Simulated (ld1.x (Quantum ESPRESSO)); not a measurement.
Values are calculated unless marked as measured or tabulated.
**Potentials for zinc compared**

Generated with ld1.x 7.5 (TM, RRKJ, ultrasoft, PAW), atompaw 4.2 or ONCVPSP 4.0.1. The cutoff is in Ry: for ld1.x and atompaw files where the sum of valence levels is converged to 10 mRy in a Bessel basis, for ONCV files where the hardest occupied wave has 1 mHa per electron of residual kinetic energy. The error is the largest all-electron minus pseudo excitation energy over each file’s own four to seven test configurations (ionisations up to +4, promotions, holes and added fractions of an electron), all of which were solved. The labels leave out finer settings (local radius, basis sizes, second energies), which also bear on the numbers. Spin-polarised tests are not counted. The rows are a selection from randomly drawn settings: files with unsolved tests, undetermined cutoffs or missed reference levels are left out.

A true bound ghost makes a file unfit for plane-wave use even where its test errors are small: the radial tests pick states by their node count and pass the ghost by.

| potential | cutoff (Ry) | largest error (meV) | bound ghosts |
| --- | --- | --- | --- |
| TM, PBE, fully relativistic, rc 1.60/3.40/3.25 (spd), local d, core correction yes, reference 4s2 4p0 | 12 | -356 | p3/2, p1/2 |
| RRKJ, PBE, fully relativistic, rc 1.65/1.90/1.10 (spd), local s, core correction yes, reference 3d10 4s2 4p0 | 160 | -433 | none |
| PAW, PBE, scalar-relativistic, rc 1.05/1.15/1.20 (spd), local smoothed, core correction yes, reference 3s2 3p6 3d10 4s1 4p0 | 110 | -37 | none |
| RRKJ, PW91, scalar-relativistic, rc 1.65/2.80 (sp), local s, core correction yes, reference 4s1.5 4p0 | 12 | -129 | none |
| PAW, PW91, scalar-relativistic, rc 1.95/1.15/0.90 (spd), local smoothed, core correction yes, reference 3p6 3d10 4s1.75 4p0.25 | 180 | +76 | s |

(1) Fill in the row for Zn: PAW, PBE, scalar-relativistic, rc 1.00/1.20/1.10 (spd), local smoothed, core correction yes, reference 3s2 3p6 3d10 4s2 4p0.

## Answers

(1) cutoff 120 Ry, largest error -29 meV, bound ghosts: none.
